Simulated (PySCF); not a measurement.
CdI, SMILES [Cd+][I], charge +1.

Coordinates come from a B3LYP-D3(BJ)/def2-TZVP optimisation. The spin state was assumed, not searched. The def2 effective core potentials stand for the cores of Cd, I; spin–orbit coupling is left out.

Method: PBE/def2-TZVPD in PySCF.

Isolated molecule, no solvent.

```yaml
total_energy: -465.19901 hartree
point_group: C∞v
highest_occupied_level: -11.86 eV
lowest_empty_level: -10.96 eV
orbital_gap: 0.90 eV
dipole_moment_about_the_centre_of_nuclear_charge: 5.22 D
mean_static_polarisability: 58.8 bohr³ (8.71 Å³)
polarisability_principal_values: 44.3, 44.3, 87.7 bohr³
```
